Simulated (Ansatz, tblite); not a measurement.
Removing an electron: Cu(NH3)(SH) (CuSNH4). Total charge 0; singlet. Geometry: r2SCAN-D4/def2-TZVP. Ansatz, gas phase; energy differences of separate SCF runs; the oxidised species was run as a doublet alone.

Cartesian coordinates in Å:
```
Cu 0.296 0.601 -0.002
N -0.129 -1.283 -0.209
H 0.669 -1.798 -0.573
H -0.902 -1.428 -0.854
H -0.386 -1.711 0.677
S 0.811 2.631 0.198
H -0.358 2.988 0.763
```

The xTB rows come from tblite.

```tsv
level	−HOMO (eV)	vertical IE (eV)	−LUMO (eV)	HOMO–LUMO gap (eV)
PBE-D4/def2-TZVP	4.17	7.51	1.48	2.69
r2SCAN-D4/def2-TZVP	4.35	7.49	0.88	3.47
PBE0-D4/def2-TZVP	5.35	7.58	0.69	4.66
```

(1) Estimate the rows for GFN1-xTB, GFN2-xTB.

Answers

(1) 
```tsv
level	−HOMO (eV)	vertical IE (eV)	−LUMO (eV)	HOMO–LUMO gap (eV)
GFN1-xTB	9.73	13.15	5.19	4.54
GFN2-xTB	8.48	12.31	2.96	5.51
```

Relaxing the oxidised species (r2SCAN-D4/def2-TZVP) changes its energy by -0.01 eV at PBE-D4/def2-TZVP, so the adiabatic ionisation energy to this nearest minimum is 7.50 eV. At PBE0-D4/def2-TZVP it is 7.58 eV.    Raw xTB energy differences between charge states are shifted by several eV; the methods need an empirical correction for them.
